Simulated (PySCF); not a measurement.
C3H5Cl2F, SMILES C[C@@H](F)C(Cl)Cl. Atoms are numbered in the order given.

```xyz
11

C     -2.3040     0.3278     0.0823
C     -0.9298     0.3550     0.7066
F     -0.7370    -0.7827     1.4406
C      0.1969     0.4972    -0.3091
Cl     1.7614     0.6358     0.5191
Cl     0.2138    -0.8493    -1.4685
H     -2.3965    -0.5334    -0.5936
H     -3.0597     0.2404     0.8749
H     -2.4980     1.2500    -0.4846
H     -0.8318     1.2198     1.3883
H      0.0609     1.4180    -0.8906
```
Charge 0, spin multiplicity 1.

Geometry optimised at PBE0-D3(BJ)/def2-SVP. The structure was generated by enumeration; whether it is a known compound was not checked. Other conformers were not sampled.

The numbers are results of CAM-B3LYP/def2-TZVP (PySCF), not measurements.

The molecule is in vacuum.

Q: Estimate the frontier levels, gap, dipole moment and polarisability. (An estimate is asked for; the answer gives what the named calculation found.)

A: 
The highest occupied level comes out as -10.14 eV and the lowest empty level is 1.11 eV. The orbital gap comes out as 11.25 eV. The dipole moment comes out as 3.04 D and the quadrupole, principal values (traceless, Buckingham form, about the centre of nuclear charge) is -3.55, -0.72, 4.26 D·Å. The mean static polarisability is 60.5 bohr³ (8.97 Å³). The polarisability, principal values is 49.4, 62.2, 69.9 bohr³.
